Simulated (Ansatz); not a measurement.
`BrC1CO1` and `BC1CO1` differ in one atom or group.

Ansatz, PBE0-D4/def2-TZVP geometries, multiplicity 1. 

Scalar relativity is left out up to krypton.

| property | `BrC1CO1` |
| --- | --- |
| HOMO energy (PBE0/def2-TZVPP) / eV | -8.02 |
| size of the dipole moment (ωB97M-V/def2-TZVPP) / D | 2.18 |
| size of the dipole moment (B3LYP/def2-TZVPP) / D | 2.18 |
| size of the dipole moment (PBE/def2-TZVPP) / D | 2.07 |
| zero-point energy (PBE0-D4/def2-TZVP) / kJ/mol | 126.5 |
| HOMO–LUMO gap (ωB97M-V/def2-TZVPP) / eV | 12.33 |

Problem. What does the change do to each property? (An estimate is asked.)

Solution. Ansatz gave: 
```
                                          property  `BC1CO1`  shift
                HOMO energy (PBE0/def2-TZVPP) / eV     -8.01   0.01
size of the dipole moment (ωB97M-V/def2-TZVPP) / D      1.72  -0.46
  size of the dipole moment (B3LYP/def2-TZVPP) / D      1.72  -0.46
    size of the dipole moment (PBE/def2-TZVPP) / D      1.62  -0.45
    zero-point energy (PBE0-D4/def2-TZVP) / kJ/mol     179.3   52.8
           HOMO–LUMO gap (ωB97M-V/def2-TZVPP) / eV     10.76  -1.57
```

The zero-point energy changes by 52.8 kJ/mol with +6 modes. Dipoles are sizes alone; their direction can turn.

B3LYP here is the variant with VWN-RPA as its local correlation; programs differ in this.

Spin–orbit coupling is left out; it splits and shifts lone-pair levels of the heavy atoms by tenths of an eV.
